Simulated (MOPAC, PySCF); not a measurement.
C₄H₇NSi, SMILES `C(=C\C)(/C#N)[SiH3]`, neutral singlet in the gas phase. 

Cartesian coordinates (Å):
SMILES: C/C=C(\[SiH3])C#N
```xyz
13

C      1.8034    -0.2524     0.3233
C      0.7618     0.8040     0.2047
C     -0.5403     0.5991    -0.0575
Si    -1.3120    -1.1051    -0.3301
C     -1.4144     1.7222    -0.1406
N     -2.1597     2.6001    -0.2174
H      2.5930    -0.0892    -0.4161
H      2.2826    -0.2027     1.3052
H      1.4096    -1.2587     0.1856
H      1.1072     1.8250     0.3440
H     -2.7531    -0.9265    -0.5912
H     -0.6648    -1.7710    -1.4830
H     -1.1132    -1.9446     0.8730
```
Charge 0, multiplicity 1.

All levels are single points at this geometry (B3LYP-D3(BJ)/def2-TZVP); Pople sets use spherical d functions. Orbital energies aren't observables, and empty levels follow the basis.

PBE/6-31G* in PySCF gives HOMO (eV) = -6.54.

Task: Estimate the HOMO (eV) from each of these levels: B3LYP-D3(BJ)/def2-TZVP in PySCF; M06-2X/def2-TZVP in PySCF; B3LYP/6-31G* in PySCF; M06-2X/6-31G* in PySCF; HF/3-21G in PySCF; AM1 in MOPAC; PM6 in MOPAC; PM7 in MOPAC.

Result: 
| level | HOMO (eV) |
|---|---|
| B3LYP-D3(BJ)/def2-TZVP in PySCF | -7.70 |
| M06-2X/def2-TZVP in PySCF | -9.07 |
| B3LYP/6-31G* in PySCF | -7.41 |
| M06-2X/6-31G* in PySCF | -8.85 |
| HF/3-21G in PySCF | -10.12 |
| AM1 in MOPAC | -10.28 |
| PM6 in MOPAC | -10.48 |
| PM7 in MOPAC | -10.57 |
